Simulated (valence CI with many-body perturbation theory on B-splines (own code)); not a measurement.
**Level structure of Ba XXIV**

Level of theory: relativistic CI+MBPT: five valence electrons over a frozen Dirac-Fock core [Ar] 3d10, radial functions for each j: 11 s, 11 p, 10 d, 8 f, 5 g, 2 h, with the one-electron correlation potential Σ1 (screened to all orders), the two-electron term Σ2, the three-electron term Σ3, Breit, model QED; selected single and double excitations, second order for the rest, scaled by the run's own slope (own B-spline code, finite nucleus).

No measured levels were compared; by estimate levels hold to about 250 cm⁻¹ or 0.2 % of their energy and the worst to 1 %, as in measured heavy ions of charge 2 to 7; those with d or f electrons hold less well. Among the levels kept, up to 2200 cm⁻¹ of a level comes from second order outside the variational space, and about a tenth of that is noise between levels of different J, which matters for small intervals.

Levels 46 to 90 of 167, with energies above the lowest level, (4s^2 4p1/2^2 4p3/2) J=3/2. "Leading %" is the weight of the configuration and term that name the level; weights of strongly mixed levels are sums over their largest components and can fall short. In the jj column 3d3/2^4 stands for four electrons in 3d with j = 3/2. Lifetimes count E1, E2, E3, M1 and M2 decay at the calculated energies, and are blank where another channel may lead or the interval is too uncertain; long ones can be off by a factor of two.

```tsv
No.	Configuration	Term	J	E (eV)	Leading %	Lifetime	Second component	Leading jj
46	4s 4p3 4d	6D°	7/2	160.56	54	231 ps	16 % 4s 4p3 4d 4D°	4s 4p1/2^2 4p3/2 4d3/2 (52 %)
47	4s 4p3 4d	6D°	9/2	163.22	65	291 ps	27 % 4s 4p3 4d 4F°	4s 4p1/2^2 4p3/2 4d5/2 (77 %)
48	4s 4p3 4d	4F°	3/2	166.31	43	40.3 ps	18 % 4s 4p3 4d 4D°	4s 4p1/2^2 4p3/2 4d3/2 (45 %)
49	4s 4p3 4d	4D°	5/2	168.30	37	31.3 ps	19 % 4s 4p3 4d 6D°	4s 4p1/2^2 4p3/2 4d5/2 (68 %)
50	4s 4p3 4d	4G°	5/2	172.08	47	28.5 ps	13 % 4s 4p3 4d 2F°	4s 4p1/2^2 4p3/2 4d3/2 (74 %)
51	4s 4p3 4d	4D°	7/2	173.41	26	20.8 ps	19 % 4s 4p3 4d 6D°	4s 4p1/2^2 4p3/2 4d3/2 (33 %)
52	4s 4p3 4d	4D°	1/2	173.80	37	19.8 ps	21 % 4s 4p3 4d 2P°	4s 4p1/2^2 4p3/2 4d3/2 (53 %)
53	4p5	2P°	1/2	175.75	39	14.5 ps	23 % 4s 4p3 4d 4D°	4p1/2 4p3/2^4 (39 %)
54	4s 4p3 4d	4D°	3/2	176.04	53	47.5 ps	21 % 4s 4p3 4d 4F°	4s 4p1/2 4p3/2^2 4d3/2 (69 %)
55	4s 4p3 4d	4D°	1/2	176.44	57	40.5 ps	9 % 4s 4p3 4d 4P°	4s 4p1/2 4p3/2^2 4d3/2 (48 %)
56	4s 4p3 4d	4D°	7/2	176.50	28	35.4 ps	26 % 4s 4p3 4d 4G°	4s 4p1/2^2 4p3/2 4d5/2 (66 %)
57	4s 4p3 4d	4F°	5/2	177.11	57	41.2 ps	24 % 4s 4p3 4d 4D°	4s 4p1/2 4p3/2^2 4d3/2 (71 %)
58	4s 4p3 4d	4F°	7/2	178.99	67	37.5 ps	13 % 4s 4p3 4d 6D°	4s 4p1/2 4p3/2^2 4d3/2 (46 %)
59	4s 4p3 4d	4D°	1/2	179.65	31	20.8 ps	20 % 4s 4p3 4d 2S°	4s 4p1/2 4p3/2^2 4d3/2 (38 %)
60	4s 4p3 4d	4D°	3/2	181.18	50	10.4 ps	22 % 4s 4p3 4d 4P°	4s 4p1/2^2 4p3/2 4d5/2 (66 %)
61	4s 4p3 4d	4G°	9/2	181.51	63	80.9 ps	19 % 4s 4p3 4d 6D°	4s 4p1/2 4p3/2^2 4d5/2 (61 %)
62	4s 4p3 4d	2F°	5/2	181.61	24	7.52 ps	13 % 4s 4p3 4d 2D°	4s 4p1/2^2 4p3/2 4d5/2 (47 %)
63	4s 4p3 4d	4D°	7/2	182.33	42	41.6 ps	30 % 4s 4p3 4d 2G°	4s 4p1/2 4p3/2^2 4d5/2 (43 %)
64	4s 4p3 4d	2D°	3/2	182.44	25	7.36 ps	17 % 4s 4p3 4d 2P°	4s 4p1/2^2 4p3/2 4d3/2 (32 %)
65	4s 4p3 4d	4F°	9/2	183.45	80	91.3 ps	9 % 4s 4p3 4d 2G°	4s 4p1/2 4p3/2^2 4d5/2 (60 %)
66	4s 4p3 4d	4G°	11/2	186.83	95	76.3 ps		4s 4p1/2 4p3/2^2 4d5/2 (95 %)
67	4s 4p3 4d	2G°	9/2	187.32	63	83.8 ps	13 % 4s 4p3 4d 4F°	4s 4p1/2 4p3/2^2 4d5/2 (48 %)
68	4s 4p3 4d	4D°	1/2	188.69	41	6.77 ps	23 % 4s 4p3 4d 2P°	4s 4p1/2 4p3/2^2 4d5/2 (28 %)
69	4s 4p3 4d	4P°	5/2	189.40	50	3.48 ps	17 % 4s 4p3 4d 4D°	4s 4p1/2 4p3/2^2 4d3/2 (36 %)
70	4s 4p3 4d	4F°	3/2	189.58	50	10.2 ps	28 % 4s 4p3 4d 2D°	4s 4p1/2 4p3/2^2 4d3/2 (74 %)
71	4s 4p3 4d	2G°	7/2	189.85	29	6.21 ps	21 % 4s 4p3 4d 4G°	4s 4p1/2 4p3/2^2 4d3/2 (52 %)
72	4s 4p3 4d	4F°	5/2	190.14	27	20.7 ps	15 % 4s 4p3 4d 4G°	4s 4p1/2 4p3/2^2 4d3/2 (70 %)
73	4s 4p3 4d	4S°	3/2	190.89	25	3.92 ps	9 % 4s 4p3 4d 4D°	4s 4p1/2 4p3/2^2 4d3/2 (53 %)
74	4s 4p3 4d	2S°	1/2	191.27	43	10.4 ps	36 % 4s 4p3 4d 4P°	4s 4p1/2 4p3/2^2 4d5/2 (75 %)
75	4s 4p3 4d	2D°	3/2	192.51	27	5.91 ps	20 % 4s 4p3 4d 4F°	4s 4p1/2 4p3/2^2 4d3/2 (66 %)
76	4s 4p3 4d	4D°	5/2	192.87	50	7.61 ps	11 % 4s 4p3 4d 4F°	4s 4p1/2 4p3/2^2 4d5/2 (52 %)
77	4s 4p3 4d	2D°	5/2	193.94	30	10.9 ps	24 % 4s 4p3 4d 4P°	4s 4p1/2 4p3/2^2 4d5/2 (42 %)
78	4s 4p3 4d	4D°	7/2	194.13	35	3.38 ps	20 % 4s 4p3 4d 2G°	4s 4p1/2 4p3/2^2 4d3/2 (62 %)
79	4s 4p3 4d	4P°	3/2	194.36	43	4.79 ps	17 % 4s 4p3 4d 2D°	4s 4p1/2 4p3/2^2 4d5/2 (49 %)
80	4s 4p3 4d	4D°	7/2	195.12	41	23.6 ps	20 % 4s 4p3 4d 2G°	4s 4p1/2 4p3/2^2 4d5/2 (81 %)
81	4s 4p3 4d	4P°	5/2	195.97	24	5.58 ps	19 % 4s 4p3 4d 4D°	4s 4p1/2 4p3/2^2 4d5/2 (59 %)
82	4s 4p3 4d	2G°	9/2	196.37	54	27.7 ps	12 % 4s 4p3 4d 4G°	4s 4p1/2 4p3/2^2 4d5/2 (68 %)
83	4s 4p3 4d	2F°	7/2	196.66	58	9.22 ps	13 % 4s 4p3 4d 4D°	4s 4p1/2 4p3/2^2 4d5/2 (63 %)
84	4s 4p3 4d	4S°	3/2	196.83	36	3.95 ps	27 % 4s 4p3 4d 2P°	4s 4p1/2 4p3/2^2 4d5/2 (70 %)
85	4s 4p3 4d	2D°	5/2	197.25	38	8.39 ps	16 % 4s 4p3 4d 4D°	4s 4p1/2 4p3/2^2 4d5/2 (67 %)
86	4s 4p3 4d	2P°	1/2	197.77	43	2.43 ps	20 % 4s 4p3 4d 4P°	4s 4p1/2 4p3/2^2 4d3/2 (69 %)
87	4s 4p3 4d	2D°	3/2	199.75	26	3.80 ps	19 % 4s 4p3 4d 4D°	4s 4p1/2 4p3/2^2 4d5/2 (54 %)
88	4s 4p3 4d	4D°	7/2	200.20	24	8.53 ps	24 % 4s 4p3 4d 2F°	4s 4p1/2 4p3/2^2 4d5/2 (53 %)
89	4s 4p3 4d	4P°	5/2	200.43	12	4.25 ps	11 % 4s 4p3 4d 2D°	4s 4p1/2 4p3/2^2 4d3/2 (26 %)
90	4s 4p3 4d	2F°	7/2	200.51	23	8.91 ps	22 % 4s 4p3 4d 4F°	4s 4p1/2 4p3/2^2 4d5/2 (50 %)
```

Where two levels of one J and parity lie close, their mixing, g and order are uncertain.
